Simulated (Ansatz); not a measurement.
CH4O (SMILES CO) at its CCSD(T)/cc-pVTZ minimum, average atomic masses, point group Cs.
(charge 0, multiplicity 1):
```xyz
6

C     -0.67914     0.18878     0.18035
O      0.62772    -0.21706    -0.20203
H     -0.84775     0.08468     1.25699
H     -1.37785    -0.46553    -0.33858
H     -0.89536     1.22133    -0.11212
H      1.25022     0.35517     0.25139
```

Frozen-core correlation.

Run with Ansatz (a program for electronic structure). Values without a source in brackets are computed.

Harmonic frequencies (cm⁻¹): 304 1065 1095 1179 1394 1487 1508 1523 3009 3064 3128 3865.

Q: Work out the rotational constants, the zero-point energy, and the ideal-gas entropy and heat capacity at 298.15 K and 1 bar (rigid rotor, harmonic oscillator).

A: 
Principal moments 3.937, 20.392, 21.135 u Å² give 16.8576/I = 4.281, 0.8267, 0.7976 cm⁻¹. Zero point: Σω/2 = 11310 cm⁻¹ = 32.34 kcal/mol. Translation R(1.5 ln M + 2.5 ln T − 1.1517) with M = 32.042 u: 152.10 J/(mol K). Rotation with σ = 1: q = 3146.9, S = R(ln q + 3/2) = 79.44. Vibration, summed over R(u/(eᵘ − 1) − ln(1 − e⁻ᵘ)) with u = 1.43878ω/T: 6.81, of which the lowest mode gives 5.84. S° = 238.3 J/(mol K); C_p = 4R + 11.75 = 45.01 J/(mol K).
